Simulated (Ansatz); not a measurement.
Ideal-gas functions of `[O][Ga]([Cl])[Cl]` radical at 800 K and 1 bar, from an Ansatz frequency run at PBE0-D4/def2-TZVP.

Molar mass 156.63 g/mol, point group C2v (symmetry number 2), electronic degeneracy 2, moments of inertia 111.743, 243.694, 355.438 u Å². Harmonic wavenumbers (cm⁻¹, unscaled): 120, 141, 158, 406, 475, 694.

Use S(trans) = R[1.5 ln M + 2.5 ln T − 1.1517]; rotational temperatures θ = 24.2544 K / I; S(rot) = R[ln(√π/σ · √(T³/θAθBθC)) + 1.5]; for each mode x = 1.438777 ν̃/T, S = R[x/(eˣ − 1) − ln(1 − e⁻ˣ)] and H = RT x/(eˣ − 1); 1 cm⁻¹ = 0.0119627 kJ/mol; R = 8.31446 J/(mol·K).

**Question.** By hand: the entropy, in J/(mol·K).

**Answer.** Translation 192.4. Rotation: θ = 0.2171, 0.0995, 0.0682 K, giving 121.9. Vibration, mode by mode: 21.08, 19.74, 18.80, 11.11, 9.87, 6.99, in all 87.6. Electronic 5.8. Sum 407.7 J/(mol·K).

**Question.** By hand: H − E and G − E in kJ/mol, counted from the electronic energy.

**Answer.** Zero-point energy ½ × 1994 × 0.0119627 = 11.9; thermal vibration 29.6; translation, rotation and pV give 4 RT = 26.6. H − E = 68.1 kJ/mol, and G − E = 68.1 − 800 × 407.7/1000 = -258.1 kJ/mol.

Vibration gives 21 % of the entropy, 40.8 J/(mol·K) of it from the modes under 150 cm⁻¹: soft modes count most, and the harmonic formula is weakest for them.
